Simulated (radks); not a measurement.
Valence configurations of I+ (all share [Kr]). Method: Dirac Kohn-Sham, LDA (Slater exchange, Perdew-Wang correlation), spin-unpolarised, spherical densities, point nucleus; open shells fill j = l - 1/2 first; computed with a radial shooting solver on a logarithmic mesh with Libxc functionals. Energies are relative to 4d10 5s2 5p4; eigenvalues in eV.

valence	E (eV)	e(4d3/2)	e(4d5/2)	e(5p1/2)	e(5p3/2)	e(5s1/2)
4d10 5s2 5p4	0.000	-60.653	-58.927	-16.242	-15.071	-26.372
4d10 5s1.5 5p4.5	5.676	-61.368	-59.639	-16.577	-15.384	-26.786
4d10 5s1 5p5	11.401	-62.071	-60.340	-16.903	-15.690	-27.190
4d9.5 5s2 5p4.5	22.603	-64.102	-62.340	-17.030	-15.782	-27.479
4d10 5p6	22.999	-63.443	-61.707	-17.534	-16.280	-
4d9.5 5s1.5 5p5	28.476	-64.797	-63.033	-17.354	-16.085	-27.879
4d9.5 5s1 5p5.5	34.397	-65.481	-63.715	-17.671	-16.381	-28.270
4d9 5s2 5p5	46.560	-67.547	-65.750	-17.805	-16.480	-28.564
4d9 5s1 5p6	58.736	-68.890	-67.089	-18.428	-17.063	-29.330
4d8 5s2 5p6	98.551	-74.431	-72.564	-19.326	-17.847	-30.678

NIST lists [Kr] 4d10 5s2 5p4 as the ground configuration; this level of theory agrees among the configurations tried. The energies are those of spherical spin-averaged densities, not of single terms.
